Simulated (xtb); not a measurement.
Mg(Cl)(OSiH3) (ClH₃MgOSi), SMILES [SiH3][O][Mg][Cl]. All values are semi-empirical tight-binding results from xtb (GFN2-xTB unless named), good for trends rather than for accurate numbers. The structure is a stationary point at GFN2-xTB. Other conformers were not sampled.

Optimised geometry:

Bonds (Å): Mg1–Cl2 2.113, Mg1–O3 1.747, O3–Si4 1.606, Si4–H5 1.473, Si4–H6 1.473, Si4–H7 1.473. Angles (°): Cl2–Mg1–O3 139.0, Mg1–O3–Si4 170.4, O3–Si4–H5 109.0, O3–Si4–H6 105.5, O3–Si4–H7 108.9, H5–Si4–H6 111.3, H5–Si4–H7 110.7, H6–Si4–H7 111.2.

For metal compounds this method's bond lengths and energies can be far off.

| Quantity | Result |
|---|---|
| point group as xtb finds it | Cs |
| orbital gap | 1.62 eV |
| zero-point energy | 17.1 kcal/mol |
| G − E(el) at 298.15 K (modified RRHO) | -3.5 kcal/mol |

Computed atomic charges and the Wiberg bond orders between heavy atoms:
charges (e) Mg1 0.47, Cl2 -0.19, O3 -0.49, Si4 0.50, H5 -0.10, H6 -0.09, H7 -0.10. Bond orders Mg1–Cl2 1.14, Mg1–O3 0.91, O3–Si4 1.18.
